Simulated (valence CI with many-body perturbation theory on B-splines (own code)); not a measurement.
**E1 transitions of Ti+**

Level of theory: valence CI with perturbative core correlation (CI+MBPT): three valence electrons over a frozen Dirac-Fock core [Ar], radial functions for each j: 7 s, 7 p, 8 d, 6 f, 4 g, 1 h, with the one-electron correlation potential Σ1 (screened to all orders), the two-electron term Σ2, the three-electron term Σ3, Breit, model QED; selected single and double excitations, second order for the rest, scaled by the run's own slope (own B-spline code, finite nucleus).

Against 52 measured levels this calculation errs by 450 cm⁻¹ on average and by 1295 at most. These come from a selection out of the NIST Handbook of Basic Atomic Spectroscopic Data. Levels without a partner in it may be off by more, other configurations by 1,000 to 4,000 cm⁻¹.

Lines 101 to 150 of 421 in falling wavelength, among levels below 10.037 eV, chosen from the strongest by gf and those to the six lowest levels. Wavelengths and rates use the calculated energies, so an error of 400 cm⁻¹ moves a line at 3828 Å by 1.5 % and its rate by three times that or more. Electric multipoles are in the length gauge, E1 and E2 with the static RPA response of the core. Weak lines are less certain than strong ones. Lines between different terms over intervals too small for the method are left out, as are lines whose strength nearly cancels. The highest levels of a list are the least certain.

Names give the largest LS component (configuration and term), which can be under half, so a name can repeat, a term be missing and a line seem to break the LS rules; names also repeat where a configuration has a term twice. Letters in brackets count levels of one name in rising energy.

```
λ vac (Å)  λ from measured levels               Upper               Lower   A (s⁻¹)  S (a.u.) with core polarisation  S without
     3916                          3d2 4p 2F°_7/2 [c]          3d3 2F_7/2  2.14e+07                         5.09e+00   5.50e+00
     3910                          3d2 4p 2D°_5/2 [b]      3d3 2D_5/2 [a]  6.35e+07                         1.12e+01   1.21e+01
     3828                    3762  3d2 4p 2F°_5/2 [a]       3d2 4s 2F_5/2  1.11e+08                         1.85e+01   1.99e+01
     3826                    3760  3d2 4p 2F°_7/2 [a]       3d2 4s 2F_7/2  1.07e+08                         2.37e+01   2.56e+01
     3749                    3686  3d2 4p 2D°_3/2 [a]       3d2 4s 2F_5/2  9.67e+07                         1.01e+01   1.09e+01
     3749                    3686  3d2 4p 2D°_5/2 [a]       3d2 4s 2F_7/2  9.64e+07                         1.50e+01   1.62e+01
     3715                          3d2 4p 2D°_5/2 [c]       3d2 4s 2P_3/2  7.47e+07                         1.13e+01   1.21e+01
     3698                          3d2 4p 2D°_3/2 [c]       3d2 4s 2P_1/2  7.04e+07                         7.03e+00   7.52e+00
     3616                          3d2 4p 2P°_3/2 [b]       3d2 4s 2P_3/2  9.07e+07                         8.47e+00   9.05e+00
     3609                    3501      3d2 4p 4G°_5/2          3d3 4F_5/2  6.76e+05                         9.41e-02   1.02e-01
     3600                    3492      3d2 4p 4G°_5/2          3d3 4F_3/2  6.49e+06                         8.96e-01   9.71e-01
     3594                          3d2 4p 2G°_7/2 [b]       3d2 4s 2G_7/2  1.21e+08                         2.21e+01   2.41e+01
     3588                          3d2 4p 2G°_9/2 [b]       3d2 4s 2G_9/2  1.25e+08                         2.85e+01   3.10e+01
     3585                    3478      3d2 4p 4G°_7/2          3d3 4F_5/2  6.72e+06                         1.22e+00   1.32e+00
     3581                               3d2 5s 2P_3/2  3d2 4p 2P°_3/2 [b]  7.57e+07                         6.86e+00   6.75e+00
     3507                               3d2 5s 2F_5/2  3d2 4p 2G°_7/2 [a]  1.15e+08                         1.47e+01   1.44e+01
     3505                               3d2 5s 2P_1/2  3d2 4p 2D°_3/2 [c]  1.50e+08                         6.38e+00   6.28e+00
     3499                               3d2 5s 2F_7/2  3d2 4p 2G°_9/2 [a]  1.12e+08                         1.89e+01   1.86e+01
     3489                               3d2 5s 2P_3/2  3d2 4p 2D°_5/2 [c]  1.22e+08                         1.02e+01   1.00e+01
     3474                               3d2 5s 2G_7/2  3d2 4p 2F°_5/2 [c]  6.12e+07                         1.01e+01   9.95e+00
     3459                    3411      3d2 4p 4G°_5/2       3d2 4s 4F_7/2  1.07e+06                         1.31e-01   1.42e-01
     3457                    3408      3d2 4p 4G°_7/2       3d2 4s 4F_9/2  6.72e+05                         1.10e-01   1.19e-01
     3456                               3d2 5s 2G_9/2  3d2 4p 2F°_7/2 [c]  6.28e+07                         1.28e+01   1.26e+01
     3454                    3350      3d2 4p 4F°_3/2          3d3 4F_5/2  9.76e+06                         7.94e-01   8.58e-01
     3445                    3341      3d2 4p 4F°_3/2          3d3 4F_3/2  4.52e+07                         3.65e+00   3.95e+00
     3444                    3396      3d2 4p 4G°_5/2       3d2 4s 4F_5/2  2.54e+07                         3.07e+00   3.34e+00
     3440                    3336      3d2 4p 4F°_5/2          3d3 4F_5/2  4.00e+07                         4.82e+00   5.21e+00
     3437                    3389      3d2 4p 4G°_7/2       3d2 4s 4F_7/2  2.66e+07                         4.26e+00   4.64e+00
     3434                    3330      3d2 4p 4F°_7/2          3d3 4F_7/2  4.40e+07                         7.04e+00   7.61e+00
     3433                    3385      3d2 4p 4G°_5/2       3d2 4s 4F_3/2  1.35e+08                         1.62e+01   1.76e+01
     3431                    3328      3d2 4p 4F°_5/2          3d3 4F_3/2  7.04e+06                         8.41e-01   9.10e-01
     3430                    3381      3d2 4p 4G°_9/2       3d2 4s 4F_9/2  1.73e+07                         3.45e+00   3.76e+00
     3426                    3324      3d2 4p 4F°_9/2          3d3 4F_9/2  5.29e+07                         1.05e+01   1.13e+01
     3422                    3374      3d2 4p 4G°_7/2       3d2 4s 4F_5/2  1.37e+08                         2.17e+01   2.36e+01
     3422                    3319      3d2 4p 4F°_7/2          3d3 4F_5/2  6.95e+06                         1.10e+00   1.19e+00
     3410                    3362      3d2 4p 4G°_9/2       3d2 4s 4F_7/2  1.49e+08                         2.93e+01   3.18e+01
     3409                    3350  3d2 4p 2G°_9/2 [a]       3d2 4s 2F_7/2  1.55e+08                         3.04e+01   3.26e+01
     3402                    3343  3d2 4p 2G°_7/2 [a]       3d2 4s 2F_5/2  1.51e+08                         2.35e+01   2.52e+01
     3398                    3350     3d2 4p 4G°_11/2       3d2 4s 4F_9/2  1.69e+08                         3.93e+01   4.27e+01
     3394                               3d2 5s 4F_5/2  3d2 4p 4D°_3/2 [a]  4.84e+07                         5.61e+00   5.50e+00
     3390                              3d2 4p 4S°_3/2       3d2 4s 4P_5/2  1.28e+08                         9.83e+00   1.07e+01
     3390                               3d2 5s 4F_7/2  3d2 4p 4D°_5/2 [a]  5.29e+07                         8.13e+00   7.98e+00
     3380                              3d2 4p 4S°_3/2       3d2 4s 4P_3/2  8.32e+07                         6.35e+00   6.91e+00
     3377                               3d2 5s 4F_9/2  3d2 4p 4D°_7/2 [a]  6.77e+07                         1.29e+01   1.26e+01
     3375                    3278  3d2 4p 2F°_7/2 [a]          3d3 4F_5/2  2.38e+05                         3.61e-02   3.91e-02
     3355                           3d2 4d 2F_5/2 [c]  3d2 4p 2F°_5/2 [c]  4.86e+07                         5.44e+00   5.62e+00
     3352                              3d2 4p 2H°_9/2       3d2 4s 2G_7/2  1.63e+08                         3.03e+01   3.28e+01
     3345                    3250  3d2 4p 2D°_3/2 [a]          3d3 4F_5/2  2.47e+06                         1.82e-01   1.97e-01
     3335                           3d2 4d 2F_7/2 [c]  3d2 4p 2F°_7/2 [c]  5.11e+07                         7.49e+00   7.75e+00
     3331                          3d2 4p 4D°_1/2 [b]       3d2 4s 4P_1/2  1.37e+08                         4.99e+00   5.43e+00
```
